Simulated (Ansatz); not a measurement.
Two structures, one formula

The two ends of one reaction step of Si2H5SBr, closed shell (PBE0-D4/def2-TZVP).

A:

```xyz
9
angstrom
Si -1.0980 -0.3377 -0.0507
Br 1.1668 -1.7537 -1.5291
S -1.6202 -1.7321 1.2200
H 0.7868 -2.6507 -0.4872
H -1.7731 -0.1520 -1.3683
Si 0.4028 1.3836 0.4690
H 0.9999 1.9348 -0.7777
H 1.4669 0.8403 1.3489
H -0.3318 2.4674 1.1752
```

B:

```xyz
9
angstrom
Si -0.5299 -0.5249 -0.7166
Br 0.9707 -1.3227 -2.1676
S -1.2220 -2.0121 0.6403
H -0.0752 -2.0629 1.3397
H -1.7370 -0.1556 -1.4937
Si 0.4827 1.2489 0.4128
H 1.0431 2.2292 -0.5524
H 1.5784 0.6829 1.2437
H -0.5106 1.9172 1.2938
```

Program: Ansatz 0.2.0. Basis: def2-TZVPP. Cores are frozen in the correlated methods. Filled d shells of the heavier atoms are correlated. The def2 sets are not built for correlating such inner shells, so the correlated values are less sure here. B3LYP uses VWN-RPA correlation.

Question: Which structure is lower at CCSD(T), and by how much? (An estimate is asked for; the value comes from the calculation.)

Answer: By the calculation: B, by 44.50 kcal/mol (electronic energy, against the other). By their contacts, A is a complex of Si₂H₄S ([SiH3][SiH][S]) + HBr and B is Si₂H₅SBr ([SiH3][SiH]([SH])[Br]).

All methods give the same order:

```
      method  E(B) − E(A) (kcal/mol)
       SPW92                  -44.87
      PBE-D4                  -42.78
     BLYP-D4                  -40.13
   r2SCAN-D4                  -45.39
      B97M-V                  -43.58
     PBE0-D4                  -46.16
    B3LYP-D4                  -43.31
  r2SCAN0-D4                  -47.54
    BHLYP-D4                  -46.89
CAM-B3LYP-D4                  -45.73
     wB97X-V                  -47.68
     wB97M-V                  -45.73
      B2PLYP                  -44.37
    PBE-QIDH                  -47.87
  RPA on PBE                  -42.82
          HF                  -48.90
         MP2                  -45.40
        CCSD                  -45.70
     CCSD(T)                  -44.50
```

The T1 diagnostic stays at or below 0.014.

Labels in which every atom is bracketed show which atoms are joined, not bond orders.

For scale, one of the runs: CCSD(T)/def2-TZVPP, 244 basis functions, launched by `ansatz run in.yaml --threads 8 --pin off --events-out ev --progress --plain --max-ram 19148MiB`. Time: 87 s of wall clock on 8 CPU threads of an Arm Neoverse V1; the host was shared. Peak host memory: 4.3 GiB.
